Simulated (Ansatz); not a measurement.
Start from `SC[SiH2]SS` and change one atom or group to get `C[SiH2]SS`.

Ansatz, PBE0-D4/def2-TZVP geometries, multiplicity 1. Each molecule was computed in one conformer, which needn't be the lowest.

| property | `SC[SiH2]SS` |
| --- | --- |
| HOMO–LUMO gap (ωB97M-V/def2-TZVPP) / eV | 10.03 |
| HOMO energy (PBE0/def2-TZVPP) / eV | -7.04 |
| HOMO energy (ωB97M-V/def2-TZVPP) / eV | -9.27 |
| LUMO energy (PBE/def2-TZVPP) / eV | -2.26 |
| HOMO–LUMO gap (B3LYP/def2-TZVPP) / eV | 5.30 |
| HOMO–LUMO gap (PBE0/def2-TZVPP) / eV | 5.76 |

(1) What does the change do to each property? (An estimate is asked.)

Answers

(1) Ansatz gave: 
```
                               property  `C[SiH2]SS`  shift
HOMO–LUMO gap (ωB97M-V/def2-TZVPP) / eV        10.31   0.28
     HOMO energy (PBE0/def2-TZVPP) / eV        -7.16  -0.12
  HOMO energy (ωB97M-V/def2-TZVPP) / eV        -9.30  -0.03
      LUMO energy (PBE/def2-TZVPP) / eV        -2.04   0.22
  HOMO–LUMO gap (B3LYP/def2-TZVPP) / eV         5.65   0.35
   HOMO–LUMO gap (PBE0/def2-TZVPP) / eV         6.11   0.35
```

With PBE0 the HOMO falls by 0.12 eV and the LUMO rises by 0.24 eV, so the gap widens by about 0.36 eV. PBE moves the HOMO by -0.18 eV and ωB97M-V by -0.03 eV.

B3LYP here is the variant with VWN-RPA as its local correlation; programs differ in this.
